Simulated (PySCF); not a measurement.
Species: C2H5B3O3.
Structure used (GFN2-xTB), in Å, numbered top down from 1:
```
atom  x, y, z in Å
C1     2.5685    0.4994    0.2519
C2     1.7044   -0.4389   -0.1204
B3     0.1514   -0.2524   -0.0915
O4    -0.6767   -1.2708   -0.4914
B5    -2.0231   -1.1150   -0.4692
O6    -2.5666    0.0593   -0.0470
B7    -1.7568    1.0779    0.3534
O8    -0.4108    0.9258    0.3318
H9     3.6370    0.3518    0.2247
H10    2.2236    1.4592    0.6002
H11    2.0887   -1.3914   -0.4644
H12   -2.7188   -1.9916   -0.8125
H13   -2.2252    2.0872    0.7168
```

Jobs on this species (13 atoms, 56 electrons) with PySCF (density fitting). Hardware of each: one thread of an Intel Xeon Platinum 8375C at 2.90 GHz, shared host. Other jobs ran on the host; a repeat could differ by tens of per cent or more. Peak memory is the resident size of the whole Python process, interpreter and libraries included.

| level and settings | work | basis functions | SCF cycles | wall time | peak memory |
| --- | --- | --- | --- | --- | --- |
| PBE0/IGLO-II, energy threshold 1e-06 Eh | spin–spin couplings from 10 perturbed nuclei, spin–dipole term for 3 of them | 206 | ? | ? | ? |
| PBE0/pcSseg-1 | shieldings, ring-centre shieldings, charges and field gradients, density and orbital grids written | 161 | ? | ? | ? |
| KT3/IGLO-II, start guess atom | spin–spin couplings from 10 perturbed nuclei, spin–dipole term for 3 of them | 206 | 13 | 33 s | 0.65 GiB |
| PBE0/def2-SVPD | 6 singlets by full TDDFT, 2 Tamm–Dancoff triplets, polarisability, density and orbital grids written | 209 | 14 | 31 s | 0.82 GiB |
| PW91/def2-SVPD, energy threshold 1e-08 Eh | shieldings, ring-centre shieldings, charges and field gradients | 209 | 11 | 38 s | 0.64 GiB |

Q: Fill in the missing figures.

A: 
- PBE0/IGLO-II, energy threshold 1e-06 Eh; spin–spin couplings from 10 perturbed nuclei, spin–dipole term for 3 of them: 32 s, 0.85 GiB, 8 SCF cycles
- PBE0/pcSseg-1; shieldings, ring-centre shieldings, charges and field gradients, density and orbital grids written: 24 s, 0.76 GiB, 14 SCF cycles

Q: What do all jobs in the table cost together?

A: About 2.6 min; the longest takes about 24 % of that, and about 1.6 times as long as the shortest.
